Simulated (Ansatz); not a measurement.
The cluster Cs4, relaxed as a singlet with RKS r2SCAN/def2-TZVP in Ansatz, starting from the GFN1-xTB geometry. Force threshold 0.02 eV/Å.

In the def2 sets Cs takes a core potential; there is no spin–orbit coupling. The structure comes from a short search, and lower isomers may exist.

Start:

| atom | x (Å) | y (Å) | z (Å) |
| --- | --- | --- | --- |
| Cs1 | 1.576 | 1.836 | -1.925 |
| Cs2 | 0.809 | -0.311 | 1.562 |
| Cs3 | -4.022 | 0.573 | 2.800 |
| Cs4 | 1.637 | -2.099 | -2.437 |

```json
{"step": "1", "energy (eV)": "-2193.2526", "largest force component (eV/Å)": "0.669", "SCF passes": "20"}
{"step": "2", "energy (eV)": "-2193.3783", "largest force component (eV/Å)": "0.560", "SCF passes": "25"}
{"step": "3", "energy (eV)": "-2193.6344", "largest force component (eV/Å)": "0.297", "SCF passes": "24"}
{"step": "4", "energy (eV)": "-2193.7634", "largest force component (eV/Å)": "0.112", "SCF passes": "23"}
{"step": "5", "energy (eV)": "-2193.8090", "largest force component (eV/Å)": "0.044", "SCF passes": "22"}
{"step": "6", "energy (eV)": "-2193.8191", "largest force component (eV/Å)": "0.058", "SCF passes": "24"}
{"step": "7", "energy (eV)": "-2193.8281", "largest force component (eV/Å)": "0.042", "SCF passes": "23"}
{"step": "8", "energy (eV)": "-2193.8413", "largest force component (eV/Å)": "0.027", "SCF passes": "22"}
{"step": "9", "energy (eV)": "-2193.8538", "largest force component (eV/Å)": "0.033", "SCF passes": "23"}
{"step": "10", "energy (eV)": "-2193.8669", "largest force component (eV/Å)": "0.036", "SCF passes": "23"}
{"step": "11", "energy (eV)": "-2193.8806", "largest force component (eV/Å)": "0.036", "SCF passes": "23"}
{"step": "12", "energy (eV)": "-2193.8943", "largest force component (eV/Å)": "0.034", "SCF passes": "23"}
{"step": "13", "energy (eV)": "-2193.9098", "largest force component (eV/Å)": "0.030", "SCF passes": "23"}
{"step": "14", "energy (eV)": "-2193.9241", "largest force component (eV/Å)": "0.023", "SCF passes": "22"}
{"step": "15", "energy (eV)": "-2193.9359", "largest force component (eV/Å)": "0.014", "SCF passes": "22"}
{"step": "16", "energy (eV)": "-2193.9434", "largest force component (eV/Å)": "0.007", "SCF passes": "21"}
{"step": "17", "energy (eV)": "-2193.9459", "largest force component (eV/Å)": "0.004", "SCF passes": "21"}
{"step": "18", "energy (eV)": "-2193.9460", "largest force component (eV/Å)": "0.004", "SCF passes": "22"}
```

Force components are those of the run's own axes.

End:

```xyz
4

Cs   -0.380    1.693   -1.717
Cs    0.403   -1.683    1.728
Cs   -3.301    2.146    2.800
Cs    3.279   -2.155   -2.810
```

Bonds formed: Cs1–Cs3 (atoms count from 1). The end is the same structure that another start reached, the lowest one found.

The force fell under the threshold at step 15, but the optimiser went on and released 0.010 eV more. No frequencies were taken in this run, so the end may be a saddle point.

Run time 55 s (4 threads of Arm Neoverse V1 on a shared host).
